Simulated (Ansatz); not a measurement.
# Reading a saddle point

A first-order saddle point of BH₂SeF₃, singlet, PBE0-D4/def2-TZVP, with one imaginary mode of 843i cm⁻¹:

```xyz
7
angstrom
B -0.2904 -0.6623 0.1569
F -1.1477 0.2426 -0.8313
F -0.1860 -1.8687 -0.3902
F -0.7994 -0.5360 1.3771
H -0.1674 0.7990 -0.9598
Se 1.4512 0.5452 -0.2207
H 1.1396 1.4801 0.8678
```

Computed with Ansatz 0.2.0 (basis: def2-TZVPP and def2-QZVPP); correlated methods freeze the cores. Filled d shells of the heavier atoms are correlated. The def2 sets are not built for correlating such inner shells, so the correlated values are less sure here. Extrapolation: Hartree–Fock as exp(−7.88 √X), correlation as X^−2.97.

(1) Which contacts change along the imaginary mode, and what lies on either side? (Judge from chemistry; the calculation decides.)

(2) Which side is lower, and how far does the saddle lie above each? (An estimate is asked for; the value comes from the calculation.)

The T1 diagnostic stays at or below 0.012.

## Answers

(1) The calculation gives: The step is BF₃ ([F][B]([F])[F]) + H₂Se → BHSeF₂ ([F][B]([F])[SeH]) + HF, with the molecules in contact on both sides. Shortening one way: B1–Se6, F2–H5; lengthening the same way: B1–F2, H5–Se6.
```tsv
pair	one side (Å)	saddle (Å)	other side (Å)
B1–Se6	3.04	2.15	1.96
F2–H5	3.38	1.13	0.93
B1–F2	1.32	1.59	3.52
H5–Se6	1.47	1.80	2.42
```

(2) The calculation gives: The side with B1–F2, H5–Se6 short is lower by 20.27 kcal/mol; the saddle lies 36.18 kcal/mol above it and 15.91 kcal/mol above the other (CCSD(T) at an estimated basis limit (MP2 extrapolated from triple and quadruple zeta, plus CCSD(T) − MP2 in triple zeta); electronic energies).

Labels in which every atom is bracketed show which atoms are joined, not bond orders.

For scale, one of the runs: CCSD(T)/def2-TZVPP, 200 basis functions, launched by `ansatz run in.yaml --threads 4 --pin off --events-out ev --progress --plain --max-ram 9574MiB`. Hardware: 4 CPU threads of an Arm Neoverse V1, shared host. Wall time 2.1 min; peak host memory 2.8 GiB.
